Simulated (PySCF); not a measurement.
## How methods differ on the electron affinity of Ba

Ba- [Xe] 6s2 6p1 (2P) → Ba [Xe] 6s2 (1S), as a difference of total energies. Calculation: PySCF 2.14, in def2-QZVPPD with two added diffuse shells each of s, p, d type with the def2 core potential (46 electrons) (9s7p5d2f1g, 78 functions); a scalar-relativistic core potential. Correlated levels: valence: 5s2 5p6 frozen; valence and next inner shell: nothing frozen outside the core potential. The calculations carry no spin-orbit coupling.

```json
{"method": "UHF", "electron affinity (eV)": "-0.052"}
{"method": "r2SCAN", "electron affinity (eV)": "0.237"}
{"method": "LC-wPBE", "electron affinity (eV)": "0.209"}
{"method": "MP2 (valence)", "electron affinity (eV)": "-0.035"}
{"method": "SCS-MP2 (valence)", "electron affinity (eV)": "-0.067"}
{"method": "CCSD (valence)", "electron affinity (eV)": "0.117"}
{"method": "CCSD(T) (valence)", "electron affinity (eV)": "0.149"}
{"method": "MP2 (valence and next inner shell)", "electron affinity (eV)": "-0.120"}
{"method": "SCS-MP2 (valence and next inner shell)", "electron affinity (eV)": "-0.134"}
{"method": "CCSD (valence and next inner shell)", "electron affinity (eV)": "0.057"}
{"method": "CCSD(T) (valence and next inner shell)", "electron affinity (eV)": "0.082"}
```

The reference lies between the lowest fine-structure levels, while these numbers refer to the centres of the terms.

Errors of the correlated levels include the incompleteness of this basis and the frozen core.

A negative affinity means that the anion lies above the atom at that level of theory.

The coupled-cluster amplitudes are large for Ba- (T1 above 0.03 or a double amplitude above 0.15), so a single reference is strained.

In the anion the highest occupied orbital energy is positive at r2SCAN, a self-interaction effect; the basis confines that electron, and the energy difference can still be sensible.

For comparison: 0.145 eV (measured; photodetachment measurements, as compiled on the Wikipedia data page of electron affinities).
